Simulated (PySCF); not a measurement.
Structure problem from calculated spectra and properties.

Formula: CH5F3GeOSi.

| Item | Value |
| --- | --- |
| UV, strongest line | among the 10 lowest singlet transitions: S6 at 8.61 eV (144 nm, f = 0.093) [TDDFT wB97X-D/def2-SVPD] |
| 1H NMR | chemical shifts (computed TMS as zero) by class: 5.43 (3 H), 5.14 (2 H) ppm [GIAO KT2/pcSseg-2] |
| Rotational structure | rotational constants A, B, C: 2.841, 0.720, 0.652 GHz [PBE0-D3(BJ)/def2-SVP] |
| Polarisability | 72.8 au [wB97X-D/def2-SVPD] |
| Valence photoelectron | vertical ionisation energy: 10.96 eV [ΔSCF wB97X-D/def2-SVPD] |
| XPS | Si2p3/2 107.9, C1s 297.4, O1s 537.9, F1s 693.8 (×3), Si1s 1847.8 eV [ΔSCF SCAN, pcX-2 on the ionised atom, pcseg-1 elsewhere, spin-free X2C, 2p3/2 from a spin–orbit splitting computed afterwards within the 2p shell] |
| UV, first state | lowest singlet excitation: 7.17 eV (173 nm, f = 0.001) [TDDFT wB97X-D/def2-SVPD] |
| 13C NMR | chemical shifts (computed TMS as zero) by class: 137.5 (1 C) ppm [GIAO KT2/pcSseg-2] |
| Triplet | lowest triplet excitation (Tamm–Dancoff): 6.83 eV [TDA wB97X-D/def2-SVPD] |

Electronic properties: PySCF, gas phase, density fitting. Levels stand in brackets. Geometry: PBE0-D3(BJ)/def2-SVP, one conformer, isolated molecule. Relativistic effects, spin–orbit coupling among them, are left out (core-ionisation runs apart) although an element past zinc is present. NMR values are class means; diastereotopic atoms form classes of their own.

Question: Give a SMILES that accounts for the data.

Answer: Numbering: `[F:1][C:2]([F:3])([F:4])[SiH2:5][O:6][GeH3:7]`. The one carbon: CF3 carbon [C2] (137.5 ppm). Hydrogen classes from least to most shielded: 3 H on a germanium bonded to O and 3 H, Ge7 (5.43 ppm), 2 H on an oxygen-bound silicon, Si5 (5.14 ppm). The core levels belong to: Si2p3/2 107.9 eV, oxygen-bound silicon [Si5]; C1s 297.4 eV, CF3 carbon [C2]; O1s 537.9 eV, oxygen bonded to Ge and Si [O6]; F1s 693.8 eV, fluorine of a CF3 group [F1/F3/F4]; Si1s 1847.8 eV, oxygen-bound silicon [Si5]. One atom of each topological class was ionised and stands for its class. No core level of Ge was computed. The first electron is taken from the HOMO, whose largest Löwdin shares are 0.36 on the oxygen bonded to Ge and Si, 0.12 on the oxygen-bound silicon, 0.10 on the germanium bonded to O and 3 H and 0.10 on the CF3 carbon. The optimised geometry has point group C1 and is an asymmetric top. Structure: `FC(F)(F)[SiH2][O][GeH3]`. The assignments are read from this structure; whether some other isomer fits the data as well wasn't checked. NMR values of atoms bound to Ge lack the spin–orbit term that these neighbours bring.

The values belong to the conformer `[F:1][C:2]([F:3])([F:4])[SiH2:5][O:6][GeH3:7]`: F1–C2–Si5–O6 176°, C2–Si5–O6–Ge7 -45°.
